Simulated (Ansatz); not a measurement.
Cost and result for the atomization energy of C3H8AlBO (14 atoms, 15 bonds).

```xyz
14

B    -0.544   -2.026    1.017
O    -0.376   -0.888    0.305
C     0.972   -0.381   -0.201
C     0.609    0.852   -0.938
C     0.011    1.910    0.026
Al   -1.290    0.619   -0.558
H    -1.666   -2.320    1.299
H     0.419   -2.669    1.311
H     1.560   -0.269    0.719
H     1.387   -1.171   -0.827
H     1.296    1.140   -1.726
H     0.488    2.012    1.005
H    -0.089    2.884   -0.453
H    -2.776    0.305   -0.979
```

Charge 0, multiplicity 1. The bonds changed during the relaxation, so this is another structure than the one it started from. Geometry: relaxed with PBE0-D4/def2-TZVP. It is one conformer, not always the lowest. Program: Ansatz. All runs use 4 threads of an Intel Xeon Platinum 8375C on a shared host. Times are those of one run each, without the atoms' runs, and a repeat can differ threefold. Electronic energies, without spin–orbit coupling; frozen cores. CCSD(T)/CBS adds CCSD(T) − MP2 in def2-TZVPP to the MP2 limit, and its time is that of the two runs behind it. T1 = 0.014. B3LYP takes the VWN-RPA correlation (the form of Gaussian; ORCA's B3LYP/G).

CCSD(T)/CBS is a level of theory with its own doubt, some kJ/mol a heavy atom from the limit and from the frozen cores, so smaller differences don't rank the functionals.

```
                             level  functions  wall time
   PBE-D4/def2-TZVPP (with forces)        309      3.1 s
                PBE0-D4/def2-TZVPP        309      3.4 s
r2SCAN-D4/def2-TZVPP (with forces)        309      5.5 s
 B3LYP-D4/def2-TZVPP (with forces)        309      5.5 s
                 B2PLYP/def2-TZVPP        309      6.5 s
                ωB97X-V/def2-TZVPP        309      8.5 s
  ωB97M-V/def2-TZVPP (with forces)        309       12 s
                    MP2/def2-QZVPP        595       27 s
                CCSD(T)/def2-TZVPP        309    7.7 min
                 CCSD(T)/CBS(def2)          –    8.1 min
```

Problem. What atomization energy does each give, and how far from CCSD(T)/CBS? (Estimate.)

Solution. Ansatz gave: 
```
                             level  atomization (kJ/mol)  difference from CCSD(T)/CBS  per bond
   PBE-D4/def2-TZVPP (with forces)                5382.5                        112.3       7.5
                PBE0-D4/def2-TZVPP                5302.2                         32.0       2.1
r2SCAN-D4/def2-TZVPP (with forces)                5314.5                         44.3       3.0
 B3LYP-D4/def2-TZVPP (with forces)                5275.1                          4.9       0.3
                 B2PLYP/def2-TZVPP                5224.4                        -45.8      -3.1
                ωB97X-V/def2-TZVPP                5291.4                         21.2       1.4
  ωB97M-V/def2-TZVPP (with forces)                5301.5                         31.3       2.1
                    MP2/def2-QZVPP                5316.8                         46.6       3.1
                CCSD(T)/def2-TZVPP                5146.8                       -123.4      -8.2
                 CCSD(T)/CBS(def2)                5270.2                          0.0       0.0
```

In def2-TZVPP, CCSD(T) changes the Hartree–Fock value by +1237.2 kJ/mol (the triples alone add +77.5 kJ/mol) and MP2 by +1333.9 kJ/mol; breaking electron pairs costs correlation energy, which Hartree–Fock lacks. The D4 term adds +49.1 kJ/mol with B3LYP and +25.8 kJ/mol with PBE0; it sums over pairs of atoms, weighted by their polarisabilities, and B3LYP, whose exchange is more repulsive, gets the larger term. From PBE to PBE0 (25 % exact exchange), in def2-TZVPP and without D4, the atomization energy moves by −75.5 kJ/mol: exact exchange takes away binding that semilocal exchange gives to molecules.
